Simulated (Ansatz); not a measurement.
Consider the redistribution: `ClB[TeH]` + `OCN[SiH2]O` → `O[SiH2][TeH]` + `OCNBCl`.

Isolated molecules relaxed with PBE0-D4/def2-TZVP in Ansatz; ΔE leaves out vibrations. CBS: MP2 limit from def2 TZ/QZ plus the TZ coupled-cluster correction, frozen cores. Functionals use def2-TZVPP. def2 core potentials past Kr. For Te outer-core shells are correlated without core-valence functions, which leaves a few kJ/mol of doubt a bond. One conformer a species, not always the lowest.

| level | ΔE (kcal/mol) |
| --- | --- |
| PBE-D4 | -16.8 |
| ωB97X-V | -16.4 |
| ωB97M-V | -16.5 |
| B2PLYP | -16.0 |
| PBE | -17.1 |
| HF/def2-TZVPP | -17.6 |
| CCSD(T)/def2-TZVPP | -14.6 |
| MP2/def2-QZVPP | -15.1 |

Task: What does CCSD(T)/CBS give? (An estimate is asked.)

Result: The calculation gave: -15.4 kcal/mol. The listed levels differ from it by -1.4, -1.0, -1.1, -0.6, -1.7, -2.2, 0.8, 0.3 kcal/mol.

Largest T1 diagnostic among the species: 0.014.

In def2-TZVPP, CCSD(T) changes the Hartree–Fock value by +3.0 kcal/mol (the triples alone add +0.5 kcal/mol) and MP2 by +3.0 kcal/mol.
